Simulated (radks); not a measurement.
Results of a calculation; reference values are marked as such.
All-electron atom: the niobium ion Nb19+ in [Ar] 3d4.

Code: a radial shooting solver on a logarithmic mesh with Libxc functionals. Model: scalar-relativistic Kohn-Sham, r2SCAN, spin-polarised, spherical densities, finite nucleus; open shells are filled with parallel spins first (spin-orbit coupling, left out, can overturn this in heavy ions); meta-GGA in the generalised Kohn-Sham scheme; Fermi nuclear charge, rms radius 4.324 fm.

Energy parts (hartree):
part                       energy
total                 -3627.68551
kinetic                3741.55286
electron-nucleus      -8195.44239
Hartree                 923.80379
exchange-correlation    -97.59977

Orbitals (lengths in bohr, moments of r in powers of bohr; <r^-3> diverges for s and p1/2; r(max) is where P^2 peaks; r(90%) holds 90 % of the orbital's charge):
orbital  occ.  eigenvalue (hartree)   r(max)  r(90%)      <r^4>  <r^-3>
1s up       1             -717.3956  0.02349  0.0647  8.009e-06       -
1s down     1             -717.3957  0.02349  0.0647  8.007e-06       -
2s up       1             -121.8997   0.1330   0.243   0.001460       -
2s down     1             -121.4664   0.1328   0.242   0.001446       -
2p up       3             -111.4512   0.1064   0.223   0.001046    2357
2p down     3             -111.1304   0.1062   0.222   0.001033    2370
3s up       1             -37.74629   0.3800   0.603    0.05621       -
3s down     1             -37.24311   0.3812   0.607    0.05753       -
3p up       3             -34.29408   0.3702   0.607    0.05692   469.3
3p down     3             -33.76367   0.3718   0.611    0.05853   458.0
3d up       4             -29.08249   0.3077   0.580    0.04647   66.08
3d down     0             -28.43620   0.3101   0.586    0.04856   65.16

The highest occupied level is 3d up at -791.37 eV. The density falls to 0.001 e/bohr^3 at r = 1.20 bohr. Summed over all electrons, <r^2> = 2.401 bohr^2, which gives a Langevin (diamagnetic) susceptibility term of -1.9 x 10^-6 cm^3/mol. The spin density at the nucleus is -4.00 e/bohr^3 (1s -0.10, 2s -22.39, 3s 18.49).
